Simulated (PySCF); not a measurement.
1,1-difluorobut-1-ene (C4H6F2), SMILES CCC=C(F)F. Atoms are numbered in the order given.

```xyz
12

C     -2.5578    -0.2837    -0.1758
C     -1.1762    -0.8044    -0.5974
C     -0.1264     0.2703    -0.6334
C      0.9620     0.2900     0.1471
F      1.2776    -0.6463     1.0396
F      1.8886     1.2420     0.1374
H     -2.5291     0.1388     0.8490
H     -2.9116     0.5184    -0.8561
H     -3.3134    -1.0950    -0.1918
H     -0.8512    -1.6150     0.0864
H     -1.2554    -1.2670    -1.6068
H     -0.2450     1.1251    -1.3167
```

The structure is a stationary point at PBE-D3(BJ)/def2-SVP. One conformer was computed; it need not be the lowest.

Calculation: PBE-D3(BJ)/def2-SVP in PySCF.

Frequencies are harmonic and unscaled.

### Question
Estimate the vibrational spectrum. (The exact figures need the calculation; the answer reports its results.)

### Answer

| mode | ν (cm⁻¹) | IR (km/mol) | moving atoms (share of kinetic energy) |
|---|---|---|---|
| 1 | 58 | 0.1 | C 48 %, H 31 %, F 21 % |
| 2 | 150 | 0.3 | C 43 %, F 39 %, H 18 % |
| 3 | 193 | 0.7 | H 58 %, F 26 %, C 16 % |
| 4 | 276 | 0.8 | H 60 %, C 23 %, F 17 % |
| 5 | 391 | 0.9 | C 59 %, H 23 %, F 18 % |
| 6 | 493 | 4.9 | F 46 %, C 37 %, H 17 % |
| 7 | 572 | 0.3 | F 62 %, C 29 %, H 10 % |
| 8 | 595 | 0.5 | C 81 %, F 11 %, H 9 % |
| 9 | 753 | 4.0 | H 77 %, C 15 %, F 8 % |
| 10 | 790 | 25.5 | H 78 %, C 21 % |
| 11 | 864 | 11.2 | H 43 %, C 37 %, F 21 % |
| 12 | 943 | 50.6 | C 39 %, H 36 %, F 24 % |
| 13 | 1020 | 18.9 | H 60 %, C 35 % |
| 14 | 1050 | 2.1 | C 54 %, H 46 % |
| 15 | 1125 | 7.0 | C 56 %, H 42 % |
| 16 | 1199 | 64.9 | H 53 %, C 37 %, F 9 % |
| 17 | 1248 | 38.3 | H 80 %, C 18 % |
| 18 | 1289 | 84.4 | C 54 %, H 35 %, F 11 % |
| 19 | 1341 | 68.3 | H 51 %, C 43 % |
| 20 | 1345 | 9.6 | H 70 %, C 29 % |
| 21 | 1408 | 1.7 | H 93 % |
| 22 | 1418 | 7.3 | H 97 % |
| 23 | 1430 | 3.6 | H 92 % |
| 24 | 1766 | 230.4 | C 95 % |
| 25 | 2961 | 22.8 | H 94 % |
| 26 | 2970 | 26.0 | H 97 % |
| 27 | 3028 | 3.3 | H 91 %, C 9 % |
| 28 | 3060 | 25.3 | H 91 %, C 9 % |
| 29 | 3065 | 21.7 | H 91 %, C 9 % |
| 30 | 3130 | 5.2 | H 92 %, C 8 % |
